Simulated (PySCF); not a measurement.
Two species compared at the same levels of theory.

First species: C5H3ClO3S2.
SMILES: `O=Cc1ccc(S(=O)(=O)Cl)s1`

Second species: C7H14F2Si.
SMILES: `C=C[C@@](C)(C[SiH2]C)C(F)F`

Levels: PBE0/pcSseg-1 for dipole moment, HOMO energy, LUMO energy and HOMO–LUMO gap; GFN2-xTB for rotational constant A and rotational constant C. Geometries: GFN2-xTB. All species are isolated and taken at one optimised geometry, non-relativistic unless stated; the electronic structure was computed with PySCF and density fitting.

Dipoles, sizes and rotational constants follow the conformer. The torsions of the flexible species, by atom-mapped SMILES:
- `[O:1]=[CH:2][c:3]1[cH:4][cH:5][c:6]([S:7](=[O:8])(=[O:9])[Cl:10])[s:11]1`: O1–C2–C3–C4 0°, C5–C6–S7–O8 22°
- `[CH2:1]=[CH:2][C@@:3]([CH3:4])([CH2:5][SiH2:6][CH3:7])[CH:8]([F:9])[F:10]`: C1–C2–C3–C4 -13°, C2–C3–C5–Si6 177°, C3–C5–Si6–C7 -179°, C2–C3–C8–F9 57°

| property | column X | column Y |
| --- | --- | --- |
| dipole moment | 2.33 D | 1.79 D |
| HOMO energy | -7.60 eV | -8.38 eV |
| LUMO energy | 0.25 eV | -3.22 eV |
| HOMO–LUMO gap | 7.85 eV | 5.16 eV |
| rotational constant A | 1.566 GHz | 1.857 GHz |
| rotational constant C | 0.594 GHz | 0.396 GHz |

Question: Which column belongs to which species?

Answer: Column X is the second species and column Y the first. The first has 14 atoms and 106 electrons, the second 24 and 88.

Question: How does each property change from the first species to the second?

Answer: dipole moment +0.54 D; HOMO energy +0.78 eV; LUMO energy +3.47 eV; HOMO–LUMO gap +2.69 eV; rotational constant A -0.291 GHz; rotational constant C +0.198 GHz.

On the first: The dipole matches unit charges of opposite sign 0.37 Å apart (1 e·Å = 4.8032 D). A dipole of 1.79 D is allowed in C1, and pure rotational transitions are dipole-allowed.

On the second: The dipole matches unit charges of opposite sign 0.49 Å apart (1 e·Å = 4.8032 D). A dipole of 2.33 D is allowed in C1, and pure rotational transitions are dipole-allowed.
